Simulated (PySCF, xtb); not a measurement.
1-silylprop-2-en-1-one (C3H6OSi), SMILES C=CC(=O)[SiH3].

GFN2-xTB in xtb at its own geometry gives an orbital gap of 1.96 eV and a dipole moment of 2.49 D.

The structure is a stationary point at ωB97X-D3(BJ)/def2-SVP. The values are those of a single conformer.

What does PBE/def2-TZVP (PySCF) give? (The exact figures need the calculation; the answer reports its results.)

gap 2.27 eV (levels -5.60 and -3.32 eV), dipole 2.31 D.
